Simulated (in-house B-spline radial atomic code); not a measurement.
Response and correlation of Hg LI (Hg50+)

Closed shell [Ar] 3d10 4s2. Computed with a B-spline radial code for spherical atoms: Dirac-Hartree-Fock, relativistic RPA (time-dependent Dirac-Hartree-Fock) for the response and second-order many-body perturbation theory for correlation, no-pair Dirac-Coulomb Hamiltonian, finite nucleus.

Command:
```bash
python run_mb.py task.json out
```
Settings (nuclear radius in fm, box in bohr, cutoff in hartree):
```
basis_form          2
Z                   80
core_configuration  [Ar] 3d10 4s2
rms_radius          5.4648
mass_number         202
speed_of_light      137.036
box_radius          1.937
lmax                7
intervals           55
virtual_cutoff      160000.0
```

Run time, properties included: 3.3 s on 1 thread of Arm Neoverse V2 (shared host).

| multipole (bohr³, bohr⁵, bohr⁷) | uncoupled | coupled RPA |
| --- | --- | --- |
| dipole | 0.020046 | 0.021699 |
| quadrupole | 0.00097813 | 0.0010516 |
| octupole | 9.7771e-05 | ? |

(1) What is the coupled octupole polarisability?

(2) Which subshells carry the dipole polarisability?

(3) What does the dipole shielding factor come to?

Dipole polarisability at imaginary frequency:

```tsv
u (Eh)	α(iu) (bohr³)
0	0.0217
7.28	0.01095
18.2	0.004552
36.4	0.002285
54.6	0.001621
72.8	0.001267
109	0.0008512
146	0.0006021
182	0.0004483
255	0.0002716
364	0.0001523
546	7.547e-05
728	4.499e-05
1090	2.133e-05
1820	8.044e-06
3640	2.09e-06
```

(4) What dispersion coefficients follow for two such ions (the dispersion part alone)?

Lowest J = 1 odd-parity excitations:

| energy (eV) | oscillator strength | leading channel | weight |
| --- | --- | --- | --- |
| 105.73 | 0.131 | 4s1/2 → p1/2 | 0.993 |
| 271 | 1.13 | 4s1/2 → p3/2 | 0.992 |
| 1253.9 | 0.209 | 4s1/2 → p1/2 | 1.0 |
| 1326.3 | 0.186 | 4s1/2 → p3/2 | 1.0 |
| 1826.4 | 0.063 | 4s1/2 → p1/2 | 1.0 |
| 1866.2 | 0.0715 | 4s1/2 → p3/2 | 1.0 |
| 2090.1 | 0.159 | 3d3/2 → p1/2 | 0.997 |
| 2145.3 | 0.233 | 3d5/2 → p3/2 | 0.996 |

Second-order correlation energy by the highest angular momentum of the excited pair (hartree): s -0.02902, p -0.274, d -0.5117, f -0.6482, g -0.1995, h -0.08574, i -0.03861, k -0.01952.

(5) What is the second-order correlation energy at the partial-wave limit?

## Answers

(1) 0.00010321 atomic units, +6 % against the uncoupled value.

(2) 4s1/2 96.3 %, 3d5/2 1.8 %, 3d3/2 1.1 %.

(3) The dipole shielding factor is 0.374, against the exact N/Z = 30/80 = 0.375 of the non-relativistic theorem.

(4) C6 = (3/π)∫α(iu)²du = 0.00287 hartree·bohr⁶ and C8 = 0.001058 hartree·bohr⁸.

(5) The listed waves sum to -1.8063 hartree; extrapolating the increments as (l + 1/2)⁻⁴ gives -1.8462 hartree, -1.67 eV per electron.
